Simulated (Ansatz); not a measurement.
Mulliken charges of H4O2Se2Zr (`[OH][Zr]([OH])([SeH])[SeH]`) from ωB97M-V/def2-TZVPP in Ansatz (PBE0-D4/def2-TZVP geometry).

```csv
atom,x (Å),y (Å),z (Å),charge (e)
O1,-0.753,0.909,-1.621,-0.464
Zr2,0.097,0.051,-0.157,0.971
O3,1.958,-0.277,-0.334,-0.464
Se4,-1.224,-2.167,0.114,-0.274
Se5,-0.079,1.483,2.000,-0.274
H6,-1.009,1.426,-2.380,0.174
H7,2.852,-0.458,-0.612,0.174
H8,-0.309,-2.555,1.201,0.078
H9,-1.532,1.588,1.789,0.078
```

Q: By hand: the dipole of these point charges (1 e Å = 4.8032 D).

A: Σ q r = (0.069, 0.037, -0.112) e Å, of length 0.137 e Å = 0.66 D.

Q: How does the dipole of the full density compare? (Best estimate.)

A: Ansatz gave: (0.381, 0.200, -0.618) e Å, 3.62 D; the point charges give 0.18 times that, at 0° from its direction.

Point charges leave out the atoms' own dipoles, such as those of lone pairs, and Mulliken's split depends on the basis, so the two needn't agree.
